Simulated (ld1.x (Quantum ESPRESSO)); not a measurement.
Transferability test, ultrasoft potential for Kr

krypton (Kr), ultrasoft, made with ld1.x (Quantum ESPRESSO) 7.5 (LDA (PZ), scalar-relativistic). Core [Ar] 3d10, reference 4s2 4p5.75 (charge +0.25). Waves: 4s (bound): rcut 1.38, rcutus 1.54 bohr; 4s channel at -0.45 Ry: rcut 1.38, rcutus 1.54 bohr; 4p (bound): rcut 1.60, rcutus 1.70 bohr; 4p channel at -0.1 Ry: rcut 1.60, rcutus 1.70 bohr; 4d channel at 0.35 Ry: rcut 1.48, rcutus 1.60 bohr; 4d channel at 2.85 Ry: rcut 1.48, rcutus 1.60 bohr. Local part: all-electron potential smoothed inside 1.26 bohr (lloc = -2). Core correction: none. Augmentation charge: PSQ, inside the norm-conserving radii.

Energies are relative to the spin-unpolarised reference configuration 4s2 4p5.75; without spin polarisation the order of configurations can differ from experiment. Spin-polarised rows fill each open shell by Hund’s rule, majority spin first.

(1) Give the all-electron excitation energy and the error of the potential for: 4s2 4p6; 4s2 4p5; 4s2 4p4; 4s2 4p5.5; 4s2 4p3; 4s2 4p2; 4s1 4p6; 4s2 4p5.75 (spin-polarised); 4s2 4p5 (spin-polarised).

Answers

(1)

| valence configuration | charge | ΔE all-electron (eV) | error AE − PS (meV) |
| --- | --- | --- | --- |
| 4s2 4p6 | 0 | -2.653 | +0.6 |
| 4s2 4p5 | +1 | 11.784 | -2.6 |
| 4s2 4p4 | +2 | 37.121 | -8.5 |
| 4s2 4p5.5 | +0.5 | 3.277 | -0.7 |
| 4s2 4p3 | +3 | 74.395 | -14 |
| 4s2 4p2 | +4 | 124.468 | -2.1 |
| 4s1 4p6 | +1 | 26.321 | -0.6 |
| 4s2 4p5.75 (spin-polarised) | +0.25 | -0.010 | +1.3 |
| 4s2 4p5 (spin-polarised) | +1 | 11.607 | +23 |
